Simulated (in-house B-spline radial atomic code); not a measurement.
Settings and results of a run for I+. Level of theory: scalar-relativistic (X2C) PBEsol, spin-polarised, spherical fractional occupations, Fermi nucleus of rms radius 4.75 fm; calculated with a radial B-spline atomic code at the basis-set limit.

In the input, 3d5,1 would mean five up and one down electron.

Command:
```bash
python run_scf.py task.json out
```
Settings (nuclear radius in fm, mass in u):
```
Z                53
configuration    1s2 2s2 2p6 3s2 3p6 3d10 4s2 4p6 4d10 5s2 5p1,3
hamiltonian      x2c
method           pbesol
spin_polarised   True
nucleus          fermi
rms_radius       4.75
atomic_mass      126.90447
speed_of_light   137.035999084
```

Output (hartree, bohr):
```
 radial grid: 81 intervals, B-splines of order 8, outer radius 60 bohr

 iter        energy (Eh)    residual
    1       -7107.959002    4.13e-01
    2       -7108.922767    2.99e-01
    3       -7111.739438    3.08e-02
    4       -7111.768173    7.93e-03
    5       -7111.769652    2.53e-03
    6       -7111.769844    3.66e-04
    7       -7111.769846    1.61e-04
    8       -7111.769847    1.73e-05
    9       -7111.769847    8.34e-07
   10       -7111.769847    8.31e-08

 total energy                     -7111.76985
 kinetic                            7538.5953
 electron-nucleus                 -17273.1395
 Hartree                            2802.1627
 exchange-correlation               -179.3884

 orbital      occ     eigenvalue          <r>       <r^2>       <1/r>       r_max
 1s up      1.000     -1209.4134    0.0266244 0.000970878     59.6922     0.01682
 1s down    1.000     -1209.4160    0.0266244  0.00097088     59.6921     0.01682
 2s up      1.000      -187.1799     0.116695   0.0161222     13.5886     0.09907
 2s down    1.000      -187.1812     0.116695   0.0161223     13.5886     0.09907
 2p up      3.000      -168.2090     0.102202    0.012766      12.522     0.07916
 2p down    3.000      -168.2112     0.102202    0.012766      12.522     0.07916
 3s up      1.000       -38.0574     0.314038    0.112857       4.792       0.286
 3s down    1.000       -38.0597     0.314043    0.112862     4.79199       0.286
 3p up      3.000       -31.8931     0.311973    0.112982     4.46191      0.2796
 3p down    3.000       -31.8956     0.311979    0.112987     4.46187      0.2795
 3d up      5.000       -22.5855     0.288738   0.0986788     4.19966      0.2317
 3d down    5.000       -22.5880     0.288748    0.098687     4.19956      0.2317
 4s up      1.000        -6.9628     0.740223    0.619299     1.91567       0.681
 4s down    1.000        -6.9679       0.7403    0.619538      1.9158      0.6809
 4p up      3.000        -5.0260     0.791749    0.714533     1.73457      0.7152
 4p down    3.000        -5.0314      0.79217    0.715552     1.73413      0.7151
 4d up      5.000        -2.1870     0.919354    0.989208     1.44474      0.7786
 4d down    5.000        -2.1959     0.922669    0.997751     1.44102      0.7787
 5s up      1.000        -0.9358      1.91707     4.15235    0.685742       1.683
 5s down    1.000        -0.9871      1.92294     4.16801    0.680986       1.695
 5p up      1.000        -0.5341      2.33027      6.2035    0.554668       1.975
 5p down    3.000        -0.5874      2.30817     6.05539    0.557304       1.981
```

Cost of the run: 0.21 s on 1 thread of Arm Neoverse V1, with other jobs on the host.

One-electron X2C: radii and densities carry no picture-change correction, so inner-shell <1/r> comes out high (for 1s by about 2 % at Z = 33, 5 % at 54, 10 % at 75, 30 % at 118) and <r> low.
